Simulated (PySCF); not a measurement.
From one molecule to another.

First species: trichlorogallium, GaCl3.
SMILES: `[Cl][Ga]([Cl])[Cl]`

Second species: P2F4.
InChI=1S/F4P2/c1-5(2)6(3)4

Levels: CAM-B3LYP/def2-SVPD for dipole moment, HOMO energy, LUMO energy, HOMO–LUMO gap, static isotropic polarisability and electronic spatial extent ⟨r²⟩ about the centre of nuclear charge; TDDFT CAM-B3LYP/def2-SVPD for lowest singlet excitation. Geometries: PBE0-D3(BJ)/def2-SVP. Each species is one conformer at its optimised geometry, gas phase, non-relativistic unless stated. Electronic properties by PySCF.

The conformers computed, where there is a choice (atom-mapped SMILES and torsion angles):
- `[F:1][P:2]([F:3])[P:4]([F:5])[F:6]`: F1–P2–P4–F5 180°

Problem. Which of the two has the higher HOMO–LUMO gap, and by how much?

Solution. The first: 9.56 eV against 8.03 eV, a difference of 1.53 eV.

Problem. Which has the higher S1 energy?

Solution. The first: 6.08 eV against 4.38 eV, a difference of 1.70 eV.

Problem. Which of the two has the higher ⟨r²⟩, and by how much?

Solution. The first: 943 bohr² against 778 bohr², a difference of 165 bohr².

Problem. Which of the two has the higher HOMO energy, and by how much?

Solution. The second: -8.91 eV against -10.93 eV, a difference of 2.02 eV.

Problem. Which has the higher LUMO energy?

Solution. The second: -0.88 eV against -1.37 eV, a difference of 0.49 eV.

Problem. Which of the two has the higher static isotropic polarisability, and by how much?

Solution. The first: 66.9 au against 53.4 au, a difference of 13.5 au.

On the first: S1 lies 3.48 eV below the HOMO–LUMO gap; its leading configuration is HOMO→LUMO, weight 0.96. Point group D3h forbids a permanent dipole, so the rigid molecule has no electric-dipole pure rotational spectrum. The calculation is non-relativistic and has no spin–orbit coupling, an omission that weighs most on gallium.

On the second: S1 lies 3.65 eV below the HOMO–LUMO gap; its leading configuration is HOMO→LUMO+1, weight 0.98. The principal polarisabilities are 43.3, 47.9 and 69.1 au; their mean is the isotropic value.
